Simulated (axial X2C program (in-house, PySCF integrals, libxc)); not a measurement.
**GaSe⁺: bond constants with and without spin–orbit coupling**

All values were computed with an axial X2C code built on PySCF integrals. Spin-free means the one-electron spin-free X2C Hamiltonian; two-component (2c) means X2C with spin–orbit coupling and atomic mean-field two-electron Coulomb and Gaunt terms, so the difference of the two also holds small scalar two-electron terms. Basis: Se dyall-cv3z [8s9p6d4f1g], Ga dyall-cv3z [9s9p7d4f1g] (cores contracted in-house); Gaussian nuclei, density fitting, unrestricted open shells. Masses: Se 79.917 u, Ga 68.926 u.

Input file and command:
```json
{"zs": [34, 31], "q": 1, "bas": ["dyall-cv3z", "dyall-cv3z"], "levels": ["PBE0", "HF", "BP86"], "cc": true, "r0": 2.24, "thr": -1.0, "nmax": 90, "npts": 10, "nst": 2, "ntry": 6}
```
```bash
python so2c.py task.json out
```

Keys: zs atomic numbers; q charge; bas basis sets; levels methods; cc coupled cluster on or off; r0 starting distance in Å; thr threshold in hartree for freezing inner shells (an s shell follows its p shell); nmax most natural virtual spinors; npts points on the curve; nst determinants followed; ntry starts of the search. HF also brings MP2.

State, spin-free: M_S = 1, Λ = 1 (beyond evenly filled blocks: σα, π+α, π+β, π-α); electrons by block: σα: 15, σβ: 14, π+α: 7, π+β: 7, π-α: 7, π-β: 6, δ+α: 2, δ+β: 2, δ-α: 2, δ-β: 2. Fragments: Se + Ga+.

State, 2c: Ω = 2 (⟨Sz⟩ = 0.99, ⟨Lz⟩ = 1.01 at PBE0); electrons by block: 1/2: 22, -1/2: 21, 3/2: 9, -3/2: 8, 5/2: 2, -5/2: 2. Fragments: Se + Ga+.

```tsv
Hamiltonian	level	Re (Å)	ωe (cm⁻¹)	ωexe (cm⁻¹)	αe (cm⁻¹)	De (eV)	D0 (eV)	μ (D)
spin-free	PBE0	2.435	176.4	2.31	0.000869	0.512	0.502	3.22
spin-free	MP2	2.434	155.3	6.06	0.00168	0.312	0.303	n/a
spin-free	CCSD	2.541	117.8	3.77	0.00158	0.247	0.240	n/a
spin-free	CCSD(T)	2.492	145.5	3.51	0.00125	0.337	0.328	n/a
spin-free	BP86	2.456	176.7	1.92	0.000756	0.593	0.582	3.00
2c	PBE0	2.444	170.9	2.32	0.000897	0.576	0.566	3.21
2c	MP2	2.446	144.5	6.48	0.00187	0.301	0.293	n/a
2c	CCSD(T)	2.507	136.6	3.62	0.00135	0.331	0.323	n/a
2c	BP86	2.465	171.6	1.91	0.000776	0.654	0.643	3.00
```

Correlated methods: 8 electrons correlated (number of frozen shells: Se 3 s, 2 p, 1 d; Ga 3 s, 2 p, 1 d), 276 virtual spin orbitals or spinors in MP2, 90 natural virtuals in coupled cluster.

Dipoles are positive if Ga is the positive end and refer to the centre of mass.

Dissociation energies refer to the lowest single-determinant-based atoms at the same level and basis. Density functionals use the spin component along the axis (collinear). Coupled cluster ran in a truncated set of natural virtual spinors; the MP2 energy of the rest was added. (T) has no such correction and the atoms are truncated less, which lowers De at CCSD(T) by a hundredth of an eV or more. Without a current term, density functionals place determinants with orbital angular momentum somewhat too high. The atomic limit has a lower orbital projection than the molecule and lies lower at mean-field level, so De may be about a tenth of an eV too small. The state is one determinant with fixed occupations, lowest in a PBE0 search at one distance only: followed along the bond, the spin-free determinant M_S = 1, Λ = 0 reaches 0.29 eV lower at PBE0, so the state shown is not the lowest. With several unpaired electrons one determinant need not be a pure state. Open-shell Ω = 0 determinants with evenly filled partner blocks cannot be reached by this program, so the Ω shown need not be the lowest component. At some level and bond length an empty orbital lies below a filled one. With the outer-core shells frozen, correlated bond lengths of heavy atoms tend to come out a few hundredths of an ångström too long.

No reliable constants came from CCSD (2c), HF (2c), HF (spin-free): no minimum in range, unconverged points, a curve that is not smooth, a change of character along it, or the two Hamiltonians disagreeing along it.

Rough cost a point (2c) on 1 thread(s) of a shared host, integrals apart: PBE0 0.8 s, CCSD(T) 3 s, BP86 0.3 s.

The whole task took 2 min on 1 thread of Arm Neoverse V2, on a shared host.
